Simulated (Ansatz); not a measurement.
Species: SnF3 (charge 0, doublet). It need not be the lowest isomer of its formula. 
Structure (B3LYP-D3(BJ)/def2-TZVP (Ansatz, a quantum-chemistry and plane-wave program) minimum search):
```xyz
4

Sn    -0.1353    -0.2000    -0.1024
F     -1.1552     1.4321    -0.0264
F      0.4520    -0.5390     1.7003
F      1.4550     0.2183    -1.1051
```
Charge 0, spin multiplicity 2.

Property: vertical electron affinity (to the singlet state of charge -1; a negative value means that the extra electron is unbound and the number depends on the basis; each state is the SCF solution reached for its spin; the molecule has degenerate orbitals, so one determinant may break the symmetry), in eV. Cores are frozen in the correlated levels unless marked. Open shells are spin-unrestricted. No spin-orbit coupling. The frozen core is the preceding noble-gas configuration, with the filled d and f shells of earlier blocks. In def2 rows, elements after Kr have scalar-relativistic effective core potentials. Anions need diffuse functions: def2-D sets add few. CBS(X,Y): correlation extrapolated as X^-3; Hartree-Fock from the larger set. [CCSD(T)-MP2]/basis is that difference in the basis named.

```json
[
 {"level": "HF/def2-SVPD", "program": "Ansatz", "vertical electron affinity (eV)": "2.70"},
 {"level": "HF/def2-TZVPPD", "program": "Ansatz", "vertical electron affinity (eV)": "2.64"},
 {"level": "SVWN5/def2-TZVPD", "program": "Ansatz", "vertical electron affinity (eV)": "3.78"},
 {"level": "r2SCAN/def2-TZVPD", "program": "Ansatz", "vertical electron affinity (eV)": "3.45"},
 {"level": "B3LYP/def2-TZVPD", "program": "Ansatz", "vertical electron affinity (eV)": "3.70"},
 {"level": "PBE0/def2-TZVPD", "program": "Ansatz", "vertical electron affinity (eV)": "3.53"},
 {"level": "BHLYP/def2-TZVPD", "program": "Ansatz", "vertical electron affinity (eV)": "3.63"},
 {"level": "wB97X-V/def2-TZVPD", "program": "Ansatz", "vertical electron affinity (eV)": "3.60"},
 {"level": "wB97X/def2-TZVPD", "program": "Ansatz", "vertical electron affinity (eV)": "3.74"},
 {"level": "B2PLYP/def2-TZVPD", "program": "Ansatz", "vertical electron affinity (eV)": "3.52"},
 {"level": "SCS-MP2/def2-SVPD", "program": "Ansatz", "vertical electron affinity (eV)": "3.23"},
 {"level": "CCSD/def2-SVPD", "program": "Ansatz", "vertical electron affinity (eV)": "3.32"},
 {"level": "CCSD(T)/def2-SVPD", "program": "Ansatz", "vertical electron affinity (eV)": "3.33"},
 {"level": "RI-MP2/CBS(def2-TZVPPD,def2-QZVPPD)+[CCSD(T)-MP2]/def2-SVPD", "program": "Ansatz", "vertical electron affinity (eV)": "3.47"}
]
```
